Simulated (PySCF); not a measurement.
**TDDFT excited states: C5H4ClN**

C5H4ClN.
InChI=1S/C5H4ClN/c6-5-3-1-2-4-7-5/h1-4H

Level of theory: TDDFT PBE0/def2-SVPD, vertical, gas phase, core orbitals frozen in the response (PySCF 2.14.0, density-fitted response routines). Geometry: GFN2-xTB; no solvent, vibrations or thermal averaging.

| state | λ (nm) | E (eV) | f | symmetry | main configurations (H = HOMO, L = LUMO) |
| --- | --- | --- | --- | --- | --- |
| S1 | 242.7 | 5.11 | 0.0034 | A″ | H-1→L (99%) |
| S2 | 232.2 | 5.34 | 0.055 | A′ | H→L (84%), H-2→L+1 (14%) |
| S3 | 230.3 | 5.38 | 0.0000 | – | H-1→L+1 (100%) |
| S4 | 205.1 | 6.05 | 0.150 | A′ | H→L+1 (86%), H-2→L (11%) |
| S5 | 186.1 | 6.66 | 0.0003 | – | H-3→L (85%), H-3→L+1 (14%) |
| S6 | 179.4 | 6.91 | 0.0004 | – | H-3→L+1 (83%), H-3→L (14%) |
| S7 | 177.9 | 6.97 | 0.0012 | – | H→L+2 (88%) |
| S8 | 176.0 | 7.05 | 0.119 | A′ | H-2→L+1 (47%), H-4→L (20%), H-2→L (13%) |

Triplets (Tamm–Dancoff): T1 4.14 eV, H→L+1 (78%), H-2→L (16%); T2 4.38 eV, H→L (96%); T3 4.41 eV, H-1→L (96%).

The lowest singlet comes at 243 nm (493 kJ/mol) in the ultraviolet; it is very weak; its leading configuration is HOMO-1→LUMO (99%). The strongest level in the table is S4 at 6.05 eV (205 nm, f = 0.150). Löwdin shares by element: HOMO carbon 48% or more, chlorine 26% (atoms not listed hold the other 26%); LUMO carbon 50% or more, nitrogen 22% (atoms not listed hold the other 28%). Of the 8 states listed, 3 reach f = 0.01 and 3 stay under 0.0005. Weighted by f, the mean energy of these states is 6.28 eV. Orbital energies (eV): HOMO-3 -9.09, HOMO-2 -8.79, HOMO-1 -7.99, HOMO -7.59, LUMO -1.20, LUMO+1 -0.89, LUMO+2 0.61. Symmetry labels in Cs follow from the direction of the transition dipole and are given only for states with f of 0.002 or more. Only the lowest 8 singlets were computed, as vertical energies without vibronic structure.

Time: 15 s of wall time. Hardware: one thread, x86-64 server, on a shared host.
